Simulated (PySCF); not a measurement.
Continuum solvent and chemical shifts

Structure with atom numbers: `[O:1]=[C:2]([C@H:3]1[C@@H:4]2[CH2:5][CH2:6][CH2:7][C@H:8]12)[C:9]([F:10])([F:11])[F:12]`; H(Xn) means a hydrogen on atom n. Ha(C5), Ha(C6), Ha(C7) are cis to C3 on the ring; Hb(C5), Hb(C6), Hb(C7) are trans to C3 on the ring.

GIAO PBE0/pcSseg-1 in PySCF 2.14 on one PBE0-D3(BJ)/def2-SVP conformer, non-relativistic, equivalent nuclei averaged. Solvents enter as an IEF-PCM continuum (chloroform with ε = 4.7, acetonitrile with ε = 35.7) around the gas-phase geometry. Shifts are referred to TMS, CFCl3 computed in the same medium.

In chloroform, δ in ppm: C2 200.9, C9 121.7, C4/C8 40.4, C5/C7 30.8, C3 30.1, C6 22.7, F10/F11/F12 -93.0, H(C3) 2.01, H(C4)/H(C8) 1.93, Ha(C5)/Ha(C7) 1.90, Hb(C5)/Hb(C7) 1.89, Hb(C6) 1.57, Ha(C6) 1.15. Dipole moment 4.40 D.

Question: How does each δ change in the more polar medium?

Answer: 
| atoms | environment | Δδ, acetonitrile |
| --- | --- | --- |
| C2 | ketone carbonyl carbon | +1.2 |
| C9 | CF3 carbon | +0.3 |
| C4/C8 | three-membered-ring carbon | +0.8 |
| C5/C7 | sp3 CH2 in a ring | +0.3 |
| C3 | three-membered-ring carbon | +0.7 |
| C6 | sp3 CH2 in a ring | +0.2 |
| F10/F11/F12 | fluorine of a CF3 group | +0.7 |
| H(C3) | hydrogen on a three-membered-ring carbon | +0.12 |
| H(C4)/H(C8) | hydrogen on a three-membered-ring carbon | +0.01 |
| Ha(C5)/Ha(C7) | hydrogen on an sp3 CH2 in a ring | +0.01 |
| Hb(C5)/Hb(C7) | hydrogen on an sp3 CH2 in a ring | +0.02 |
| Hb(C6) | hydrogen on an sp3 CH2 in a ring | +0.01 |
| Ha(C6) | hydrogen on an sp3 CH2 in a ring | +0.04 |

Changes are relative to chloroform. The dipole moment becomes 4.63 D in acetonitrile.

Question: Which nuclei move most (in ppm), and what does the model miss?

Answer: C2 (ketone carbonyl carbon, +1.2 ppm) in acetonitrile. A continuum only polarises the solute; specific hydrogen bonds, the anisotropy of aromatic solvents and changes of geometry or conformer are outside it.
